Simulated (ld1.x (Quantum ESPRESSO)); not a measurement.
## manganese (Mn): RRKJ pseudisation with LDA (PZ), scalar-relativistic reference atom.

The input file (ld1.x (Quantum ESPRESSO) 7.5):

```
&input
   title='Mn', zed=25., rel=1, dft='PZ', iswitch=3,
   config='[Ar] 3d5 4s1 4p0',
   nld=3, rlderiv=2.30, eminld=-7.0, emaxld=5.0, deld=0.02
 /
 &inputp
   pseudotype=2, tm=.false., lloc=2,
   nlcc=.false.,
   file_pseudopw='Mn.UPF', file_wfcaegen='ae.wfc', file_wfcncgen='nc.wfc', file_beta='beta', file_chi='chi'
 /
3
4S  1  0   1.00   0.00  2.10  2.10  0.0
3P  2  1   6.00   0.00  0.80  0.80  0.0
3D  3  2   5.00   0.00  1.00  1.00  0.0
 &test
   configts(1)='3p6 3d5 4s1 4p0'
 /
```

Command:

```bash
ld1.x < Mn.in > Mn.out
```

Output (shortened: banner, matrices, multipoles, cross overlaps and the repeated all-electron block are left out):

```
Program LD1 v.7.5
     --------------------------- All-electron run ----------------------------

     Mn
     scalar relativistic calculation

     atomic number is 25.00
     dft =PZ   lsd =0 sic =0 latt =0  beta=0.20 tr2=1.0E-14
     Exchange-correlation= PZ
                           (   1   1   0   0   0   0   0)
     mesh =1187 r(mesh) = 100.09544 a.u. xmin = -7.00 dx = 0.01250
     1 Ry =  13.60569312 eV, c = 137.03599908

     n l     nl                  e(Ry)          e(Ha)          e(eV)
     1 0     1S 1( 2.00)      -472.0818      -236.0409     -6422.9995
     2 0     2S 1( 2.00)       -55.1536       -27.5768      -750.4034
     2 1     2P 1( 6.00)       -46.8909       -23.4455      -637.9835
     3 0     3S 1( 2.00)        -6.8873        -3.4437       -93.7068
     3 1     3P 1( 6.00)        -4.6155        -2.3078       -62.7974
     3 2     3D 1( 5.00)        -1.1181        -0.5591       -15.2130
     4 0     4S 1( 1.00)        -0.8945        -0.4473       -12.1707
     4 1     4P 1( 0.00)        -0.5435        -0.2718        -7.3951

     final scf error:  6.6E-15 reached in  26 iterations

     Etot =   -2311.639903 Ry,   -1155.819951 Ha,  -31451.463127 eV

     Ekin =    2336.056047 Ry,    1168.028024 Ha,   31783.661696 eV
     Encl =   -5508.575401 Ry,   -2754.287700 Ha,  -74947.986449 eV
     Eh   =     959.938625 Ry,     479.969313 Ha,   13060.630354 eV
     Exc  =     -99.059174 Ry,     -49.529587 Ha,   -1347.768727 eV

     normalization and overlap integrals

     s(1S/1S) =  1.000000  <r> =   0.0610  <r2> =    0.0050  r(max) =   0.0400
     s(2S/2S) =  1.000000  <r> =   0.2801  <r2> =    0.0927  r(max) =   0.2331
     s(2P/2P) =  1.000000  <r> =   0.2474  <r2> =    0.0753  r(max) =   0.1885
     s(3S/3S) =  1.000000  <r> =   0.8536  <r2> =    0.8419  r(max) =   0.7361
     s(3P/3P) =  1.000000  <r> =   0.9056  <r2> =    0.9685  r(max) =   0.7547
     s(3D/3D) =  1.000000  <r> =   1.1872  <r2> =    1.8620  r(max) =   0.7547
     s(4S/4S) =  1.000000  <r> =   2.7819  <r2> =    8.8366  r(max) =   2.3540
     s(4P/4P) =  1.000000  <r> =   3.4722  <r2> =   13.8564  r(max) =   2.9114

     ------------------------ End of All-electron run ------------------------

     --------------------- Generating NC pseudopotential ---------------------

      Generating local pot.: lloc=2, matching radius rcloc =   1.0000

      Wfc   4S  rcut= 2.077  Estimated cut-off energy=       28.08 Ry
      This function has    0 nodes for 0 < r <    2.077

      Wfc   3P  rcut= 0.803  Estimated cut-off energy=      270.46 Ry
      This function has    0 nodes for 0 < r <    0.803

     ------------------- End of pseudopotential generation -------------------

     Computing logarithmic derivative in   2.31034
     Computing logarithmic derivative in   2.31034
     Computing the partial wave expansion
     R is outside the sphere for l=    0 j= 0.00
     R is outside the sphere for l=    1 j= 0.00
       no projector for channel:   2

     ---------------------- Testing the pseudopotential ----------------------

     Mn
     scalar relativistic calculation

     atomic number is 25.00   valence charge is 13.00
     dft =PZ   lsd =0 sic =0 latt =0  beta=0.20 tr2=1.0E-14
     mesh =1187 r(mesh) = 100.09544 xmin = -7.00 dx = 0.01250

     n l     nl             e AE (Ry)        e PS (Ry)    De AE-PS (Ry)
     2 1     3P   1( 6.00)       -4.61552       -4.61558        0.00005
     3 2     3D   1( 5.00)       -1.11813       -1.11811       -0.00002
     1 0     4S   1( 1.00)       -0.89453       -0.89453        0.00000
     3 1     4P   1( 0.00)       -0.54353       -0.54322       -0.00032

     eps = 8.3E-15  iter = 23

     Etot =   -2311.639903 Ry,   -1155.819951 Ha,  -31451.463127 eV
     Etotps =  -145.716078 Ry,     -72.858039 Ha,   -1982.568234 eV

     Ekin =     100.724903 Ry,      50.362451 Ha,    1370.432120 eV
     Encl =    -368.956759 Ry,    -184.478379 Ha,   -5019.912434 eV
     Ehrt =     116.868839 Ry,      58.434419 Ha,    1590.081555 eV
     Ecxc =     -16.984509 Ry,      -8.492255 Ha,    -231.086020 eV
     Epseu=      22.631449 Ry,      11.315724 Ha,     307.916546 eV

     ---------------------- End of pseudopotential test ----------------------
```

Note: ghost state, extra bound levels that the all-electron valence spectrum of the same l lacks: s at -473.0 eV. A true bound ghost makes a file unfit for plane-wave use.

Generation and configuration tests took about 2.5 s on one core of a shared server CPU.
